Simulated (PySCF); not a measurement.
C2H9NOSi, SMILES [Si@@H](O)(N)CC.

Geometry: PBE0-D3(BJ)/def2-SVP. The structure was generated by enumeration; whether it is a known compound was not checked. One conformer was computed; it need not be the lowest.

All values below come from PySCF with r2SCAN/def2-TZVP.

Gas-phase values at a fixed geometry.

Computed frontier levels, gap, dipole moment and polarisability:
```
Property                                                                                                       Result
---------------------------------------------------------------------------------------------  ----------------------
highest occupied level                                                                                       -6.46 eV
lowest empty level                                                                                            0.76 eV
orbital gap                                                                                                   7.22 eV
dipole moment                                                                                                  0.59 D
quadrupole, principal values (traceless, Buckingham form, about the centre of nuclear charge)  -7.31, -0.80, 8.11 D·Å
mean static polarisability                                                                       61.1 bohr³ (9.06 Å³)
polarisability, principal values                                                               56.1, 61.3, 66.0 bohr³
```
